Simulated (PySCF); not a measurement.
Worked example: chemical shift, span and skew from a shielding tensor

C₃HBrCl₂, SMILES ClC(=C=CBr)Cl. Atoms are numbered in the order given.

```xyz
7

Cl    -2.4016     0.1481     1.4643
C     -1.5170    -0.1545     0.0000
Cl    -2.4016     0.1481    -1.4643
C     -0.2788    -0.5854     0.0000
C      0.9624    -0.9900     0.0000
Br     2.4396     0.2110     0.0000
H      1.2703    -2.0390     0.0000
```

Geometry optimised at TPSSh-D3(BJ)/def2-SVP. The structure was generated by enumeration, and PubChem lists no compound with its InChIKey, so it may never have been made.

GIAO shieldings from PySCF with PBE0/pcSseg-1, non-relativistic, no solvent. The symmetric part of the tensor of C5 has the principal values 8.8, 77.5, 144.0 ppm. The same nucleus in TMS has σ = 186.3 ppm at this level (PySCF, at its B3LYP-D3(BJ)/def2-TZVP geometry). Without spin–orbit terms, shifts of atoms bonded to Cl or Br come out too high.

Problem. Work out the isotropic shielding, the ¹³C shift against TMS, the span and the skew.

Solution. 
σ(iso) = (σ11 + σ22 + σ33)/3 = 76.8 ppm. δ = σ(ref) − σ(iso) = 186.3 − (76.8) = 109.5 ppm.
Span Ω = σ33 − σ11 = 135.2 ppm. Skew κ = 3(σ(iso) − σ22)/Ω = -0.02. Tumbling in solution averages the tensor to δ; in a static solid the shielding alone would spread this spin-1/2 line over Ω.
